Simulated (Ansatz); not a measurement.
Reaction R1 → P1, each structure at its B3LYP-D3(BJ)/def2-TZVP stationary point, reached from a drawn start; harmonic modes at that level show minima.
R1, C2H6O (SMILES CCO) (charge 0, multiplicity 1):
```xyz
9

C     -0.91925     0.26633     0.35068
C      0.30740    -0.32852    -0.30569
O      1.44261     0.42707     0.11464
H     -1.81461    -0.28390     0.05514
H     -1.04076     1.31002     0.05722
H     -0.82894     0.22423     1.43706
H      0.41736    -1.38094    -0.01517
H      0.20516    -0.29305    -1.39764
H      2.23114     0.05877    -0.29613
```
P1, C2H6O (SMILES CCO) (charge 0, multiplicity 1):
```xyz
9

C     -0.8684     0.2280     0.2012
C      0.3874    -0.3539    -0.4255
O      1.5648     0.3681    -0.0754
H     -1.7545    -0.3197    -0.1286
H     -0.9850     1.2766    -0.0764
H     -0.8271     0.1653     1.2923
H      0.4906    -1.4129    -0.1571
H      0.3301    -0.2984    -1.5134
H      1.6622     0.3470     0.8828
```

P less R. No zero-point or thermal terms.

Correlated levels freeze the cores. CBS(a, b) extrapolates the correlation energy as X⁻³ and adds the Hartree–Fock energy of set b.

The values were computed with Ansatz (a program for electronic structure) with Gaussian orbitals. No computed number here is a measurement.

Question: Give the reaction energy at the level CCSD(T)/CBS(cc-pVTZ, cc-pVQZ).

Answer: 0.1 kcal/mol

Question: Give the reaction energy at the level CCSD(T)/cc-pVTZ.

Answer: 0.0 kcal/mol

Question: Predict the reaction energy from HF/cc-pVQZ.

Answer: 0.3 kcal/mol
